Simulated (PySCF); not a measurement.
# Br+: ionisation energy

Br+ [Ar] 3d10 4s2 4p4 (3P) → Br(2+) [Ar] 3d10 4s2 4p3 (4S), as a difference of total energies. Calculation: PySCF 2.14, in def2-TZVPPD; the non-relativistic Hamiltonian (point nucleus). Correlated levels: valence: [Ar] 3d10 frozen. The calculations carry no spin-orbit coupling.

Task: Order these methods by the ionisation energy they give, lowest first.
A. UHF
B. CCSD (valence)
C. MP2 (valence)
D. CCSD(T) (valence)

Result: A (20.251 eV), C (20.927 eV), B (21.045 eV), D (21.069 eV).

These non-relativistic numbers lack the scalar-relativistic shift.

Errors of the correlated levels include the incompleteness of this basis and the frozen core.

For comparison: 21.409 eV (measured; NIST levels, between the centres of gravity of the two terms).
